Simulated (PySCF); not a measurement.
Correlation energy of V²⁺ (vanadium, charge +2)

[Ar] 3d2 4p1, one real determinant (an excited configuration). Computed with PySCF 2.14 in def2-QZVPPD (11s6p5d3f2g, 93 functions), with the non-relativistic Hamiltonian (point nucleus). Frozen: [Ne]; 11 electrons correlated.

| level | correlation energy (mhartree) |
| --- | --- |
| CCSD | -303.61 |
| (T) | -6.79 |
| CCSD(T) | -310.40 |

Diagnostics: T1 = 0.0080, D1 = 0.0305, largest double amplitude 0.035.

**Question.** Is a single reference adequate?

**Answer.** Yes: T1 lies below 0.03 and no double amplitude reaches 0.07.

The reference is one real determinant that mixes LS terms of this configuration.

This basis was not built for core-valence correlation, so the inner-shell part is incomplete.
